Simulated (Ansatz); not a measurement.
Doped nanocrystal family: gap (eV) at several levels, gas phase, relaxed structures; Ansatz. Core potentials for In, Sb, Sn in the def2 sets, no spin–orbit coupling. HOMO and LUMO are taken over both spins. The structures are stationary points that may keep the symmetry of their start.

```
                             species    state            geometry  PBE-D4/def2-SVP  PBE-D4/def2-TZVP  r2SCAN-D4/def2-TZVP  PBE0-D4/def2-SVP  PBE0-D4/def2-TZVP
 Si7PH16⁺, disc, P on a surface site  singlet    PBE0-D4/def2-SVP             4.59              4.49                 4.89              6.44               6.33
Sn21SbH30, rod, Sb on a surface site  doublet     PBE-D4/def2-SVP             0.44              0.44                 0.84              1.77               1.77
     Sn21AsH28⁺, As on an inner site  singlet  r2SCAN-D4/def2-SVP             2.76              2.74                 3.07              4.20               4.17
      InSn9H16, In on a surface site  doublet     PBE-D4/def2-SVP             0.48              0.49                 0.88              1.90               1.91
```

(1) Estimate the rows for AlSi8PH16, Al and P 4.5 Å apart at the start (singlet, PBE-D4/def2-SVP geometry); Si16BH24, B on an inner site (doublet, PBE-D4/def2-SVP geometry).

(1) 
| species | state | geometry | PBE-D4/def2-SVP | PBE-D4/def2-TZVP | r2SCAN-D4/def2-TZVP | PBE0-D4/def2-SVP | PBE0-D4/def2-TZVP |
| --- | --- | --- | --- | --- | --- | --- | --- |
| AlSi8PH16, Al and P 4.5 Å apart at the start | singlet | PBE-D4/def2-SVP | 3.56 | 3.45 | 3.79 | 5.25 | 5.13 |
| Si16BH24, B on an inner site | doublet | PBE-D4/def2-SVP | 0.37 | 0.38 | 0.66 | 1.78 | 1.81 |
